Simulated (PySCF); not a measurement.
CdI₂, SMILES [I][Cd][I] (connectivity only; charge and spin as stated), charge -1, multiplicity 2.

The structure is a stationary point at PBE0-D3(BJ)/def2-SVPD. The spin state was assumed, not searched. The isomer is the one that the SMILES or the coordinates give; other isomers of the formula were not compared. The def2 effective core potentials stand for the cores of Cd, I; spin–orbit coupling is left out.

All values below come from PBE0-D3(BJ)/def2-SVPD (PySCF).

Frequencies are harmonic and unscaled.

| mode | ν (cm⁻¹) | IR (km/mol) | moving atoms (share of kinetic energy) |
|---|---|---|---|
| 1 | 31 | 0.2 | I 71 %, Cd 29 % |
| 2 | 117 | 6.2 | I 60 %, Cd 40 % |
| 3 | 142 | 47.4 | Cd 64 %, I 36 % |
